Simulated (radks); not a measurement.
Co II, 26 electrons, occupied as [Ne] 3s2 3p4 3d10 (not the ground configuration). Calculated with a radial shooting solver on a logarithmic mesh with Libxc functionals: scalar-relativistic Kohn-Sham, PBE, spin-polarised, spherical densities, point nucleus; open shells are filled with parallel spins first. Some entries of the table are withheld. Estimate them.

orbital,occ.,eigenvalue (Ry),<r> (bohr),r(max) (bohr)
1s up,1,-559.1388,0.05618,0.03678
1s down,1,-559.0645,0.05618,0.03678
2s up,1,-66.58118,0.2553,0.2129
2s down,1,-66.51677,0.2552,0.2129
2p up,3,-57.16580,(1),0.1716
2p down,3,-57.07470,(2),0.1717
3s up,1,-8.04282,0.7731,0.6682
3s down,1,-7.80261,0.7775,0.6694
3p up,3,-5.34320,0.8149,0.6776
3p down,1,-5.11608,0.8228,0.6798
3d up,5,-1.09572,(3),0.6694
3d down,5,-0.93645,(4),0.6773

Answer. 
(1) 2p up <r> (bohr): 0.2246
(2) 2p down <r> (bohr): 0.2246
(3) 3d up <r> (bohr): 1.058
(4) 3d down <r> (bohr): 1.128
